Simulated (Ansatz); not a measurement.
Born–Oppenheimer molecular dynamics of C3H9B (13 atoms, charge 0, multiplicity 1). It starts from a relaxed structure.

All numbers below come from RKS PBE0/def2-SVP in Ansatz.

| Property | Result |
| --- | --- |
| ensemble | NVT, Langevin thermostat |
| time step | 0.5 fs |
| steps asked | 166 |
| set temperature | 300 K |
| friction | 0.005 /fs |
| seed | 837377 |

First frame:

```xyz
13
Properties=species:S:1:pos:R:3
B 0.004 0.001 -0.007
C -0.025 0.002 1.567
H -0.986 -0.284 2.022
H 0.784 -0.602 2.009
H 0.187 1.044 1.881
C 1.383 0.035 -0.766
H 1.547 -0.991 -1.153
H 1.364 0.680 -1.660
H 2.256 0.289 -0.147
C -1.350 -0.035 -0.812
H -1.914 -0.947 -0.544
H -1.996 0.800 -0.485
H -1.254 0.008 -1.907
```

Task: How far do the bonds stretch over the last three quarters of this one trajectory? (Pairs bonded in most of those frames.)

Result: 
| bond | mean (Å) | spread (Å) | shortest | longest |
| --- | --- | --- | --- | --- |
| B1–C2 | 1.587 | 0.024 | 1.55 | 1.62 |
| B1–C6 | 1.579 | 0.034 | 1.54 | 1.65 |
| B1–C10 | 1.576 | 0.025 | 1.53 | 1.61 |
| C2–H3 | 1.103 | 0.018 | 1.07 | 1.13 |
| C2–H4 | 1.110 | 0.014 | 1.08 | 1.14 |
| C2–H5 | 1.106 | 0.007 | 1.09 | 1.12 |
| C6–H7 | 1.104 | 0.008 | 1.09 | 1.12 |
| C6–H8 | 1.111 | 0.031 | 1.05 | 1.17 |
| C6–H9 | 1.105 | 0.022 | 1.07 | 1.15 |
| C10–H11 | 1.108 | 0.013 | 1.08 | 1.13 |
| C10–H12 | 1.107 | 0.011 | 1.08 | 1.13 |
| C10–H13 | 1.103 | 0.016 | 1.08 | 1.14 |

Mean temperature of the second half: 208 K. The mean temperature of the second half is 31 % below the set value. A run of 0.083 ps of so small a system gives no equilibrium averages.

Time of the run: 110 s on 4 threads of Intel(R) Xeon(R) 6975P-C (Granite Rapids), with other jobs on the host, peak memory 0.22 GiB.
